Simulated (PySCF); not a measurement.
## Polarisability and C₆ of F⁺ (fluorine, charge +1)

[He] 2s2 2p4, high-spin 3P determinant. All numbers are calculated (PySCF 2.14, no relativity, point nucleus, in aug-cc-pVTZ (5s4p3d2f, 46 functions)). Coupled (time-dependent) response in atomic units; α is the mean over directions.

```json
{"method": "UHF", "mean α (bohr³)": "1.724", "α xx, yy, zz": "1.799, 1.575, 1.799", "C₆ (like pair)": "3.170", "S(−4)": "1.239"}
{"method": "PBE", "mean α (bohr³)": "1.875", "α xx, yy, zz": "1.922, 1.781, 1.922", "C₆ (like pair)": "3.552", "S(−4)": "1.484"}
{"method": "PBE0", "mean α (bohr³)": "1.821", "α xx, yy, zz": "1.876, 1.710, 1.876", "C₆ (like pair)": "3.416", "S(−4)": "1.383"}
{"method": "wB97X-V", "mean α (bohr³)": "1.835", "α xx, yy, zz": "1.882, 1.740, 1.882", "C₆ (like pair)": "3.465", "S(−4)": "1.381"}
{"method": "r2SCAN0", "mean α (bohr³)": "1.807", "α xx, yy, zz": "1.876, 1.669, 1.876", "C₆ (like pair)": "3.416", "S(−4)": "1.363"}
```

S(−4) is the Cauchy moment in α(ω) = α(0) + S(−4) ω² + …

α(iu) at r2SCAN0:

```
u (hartree)  α(iu) (bohr³)
          0          1.807
     0.0500          1.803
      0.100          1.793
      0.200          1.755
      0.300          1.696
      0.500          1.544
      0.750          1.336
       1.00          1.143
       1.50         0.8377
       2.00         0.6278
       3.00         0.3823
       5.00         0.1805
```

For an ion, C₆ is the dispersion term alone; charge-induced terms of lower order in 1/R come first.

The components differ because the open shell of this determinant is not spherical; for a pure term their mean is the scalar polarisability.
